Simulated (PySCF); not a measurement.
Si(F)(Cl)(OH)(OMe) (CH4ClFO2Si), SMILES CO[Si](O)(F)Cl.

The structure is a stationary point at PBE0-D3(BJ)/def2-SVP. One conformer was computed; it need not be the lowest.

Computed with PBE0-D3(BJ)/def2-SVP run with PySCF.

Frequencies are harmonic and unscaled.

| mode | ν (cm⁻¹) | IR (km/mol) | Raman (Å⁴/amu) | depolarisation | moving atoms (share of kinetic energy) |
|---|---|---|---|---|---|
| 1 | 44 | 4.5 | 0.6 | 0.75 | C 32 %, O 27 %, H 25 %, Cl 12 % |
| 2 | 93 | 0.4 | 0.1 | 0.64 | H 97 % |
| 3 | 131 | 6.5 | 0.8 | 0.70 | C 33 %, H 20 %, Cl 16 %, O 14 %, F 14 % |
| 4 | 176 | 49.5 | 1.6 | 0.72 | H 59 %, O 14 %, F 10 %, Cl 9 % |
| 5 | 232 | 7.1 | 1.0 | 0.75 | F 44 %, O 30 %, Cl 14 %, H 9 % |
| 6 | 278 | 54.3 | 0.8 | 0.75 | O 51 %, H 29 %, Cl 10 % |
| 7 | 311 | 41.0 | 1.6 | 0.65 | F 32 %, O 28 %, Si 14 %, H 10 %, C 9 % |
| 8 | 344 | 43.7 | 2.0 | 0.44 | O 45 %, Cl 25 %, F 16 %, Si 9 % |
| 9 | 375 | 11.1 | 1.1 | 0.75 | O 44 %, Si 20 %, F 18 % |
| 10 | 555 | 91.9 | 4.7 | 0.03 | Si 36 %, Cl 33 %, O 18 %, F 9 % |
| 11 | 767 | 124.9 | 2.6 | 0.26 | H 59 %, O 23 %, Si 8 % |
| 12 | 813 | 279.6 | 5.6 | 0.06 | O 34 %, Si 29 %, H 21 %, F 11 % |
| 13 | 952 | 114.2 | 1.2 | 0.75 | Si 44 %, F 24 %, O 14 %, H 10 % |
| 14 | 1001 | 162.6 | 1.2 | 0.68 | Si 48 %, O 30 %, F 18 % |
| 15 | 1180 | 13.6 | 2.6 | 0.75 | H 74 %, C 19 % |
| 16 | 1183 | 71.0 | 2.4 | 0.70 | H 60 %, C 23 %, O 15 % |
| 17 | 1241 | 281.1 | 1.2 | 0.39 | O 49 %, C 27 %, H 20 % |
| 18 | 1475 | 4.5 | 10.4 | 0.73 | H 91 % |
| 19 | 1476 | 4.9 | 14.3 | 0.75 | H 94 % |
| 20 | 1479 | 6.4 | 12.8 | 0.73 | H 95 % |
| 21 | 3037 | 46.0 | 120.6 | 0.01 | H 97 % |
| 22 | 3126 | 22.6 | 52.4 | 0.72 | H 90 %, C 10 % |
| 23 | 3164 | 17.3 | 93.1 | 0.60 | H 90 %, C 10 % |
| 24 | 3940 | 139.3 | 83.0 | 0.29 | H 94 % |
